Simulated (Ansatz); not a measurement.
```yaml
crystal:
  periodic: [false, false, false]
  atoms:
    - {symbol: C, position_ang: [-0.109049, 1.043461, 1.828750]}
    - {symbol: C, position_ang: [-0.359766, 0.298025, 0.747147]}
    - {symbol: Si, position_ang: [-1.951805, 0.561138, -0.186437]}
    - {symbol: Si, position_ang: [0.889769, -0.979176, 0.198805]}
    - {symbol: C, position_ang: [1.505394, -0.630648, -1.532626]}
    - {symbol: H, position_ang: [-0.800940, 1.803747, 2.188941]}
    - {symbol: H, position_ang: [0.803347, 0.928913, 2.412670]}
    - {symbol: H, position_ang: [-2.745134, -0.697373, -0.236623]}
    - {symbol: H, position_ang: [-2.752330, 1.624919, 0.478404]}
    - {symbol: H, position_ang: [-1.676676, 0.965717, -1.593124]}
    - {symbol: H, position_ang: [2.018992, -0.963586, 1.171970]}
    - {symbol: H, position_ang: [0.257254, -2.328947, 0.228295]}
    - {symbol: H, position_ang: [1.974626, 0.354498, -1.586298]}
    - {symbol: H, position_ang: [2.241459, -1.377873, -1.838640]}
    - {symbol: H, position_ang: [0.683158, -0.653614, -2.252036]}
basis:
  gaussian: {orbitals: def2-mTZVPP, nuclear_model: gaussian}
hamiltonian: {xc: {name: PBE0}, dispersion: d2}
accuracy: high
```

```sh
$ ansatz run in.yaml --threads 4 --pin off --events-out ev --progress --plain --max-ram 10444MiB
```

Question: How does Ansatz answer? (Estimate.)

Answer: The calculation gave: The program refused the input.
```
Error: YAML parse error: error: line 21 column 45: hamiltonian.dispersion: `d2` is not `none`, `rvv10`, `d3bj`, `d3bjatm`, `d4` or a map `{method: …, s8: …, a1: …, a2_bohr: …}` (numbers without units, a2 in bohr) or `{method: …, functional: …}`
19 | basis:
20 |   gaussian: {orbitals: def2-mTZVPP, nuclear_model: gaussian}
21 | hamiltonian: {xc: {name: PBE0}, dispersion: d2}
22 | accuracy: high
```
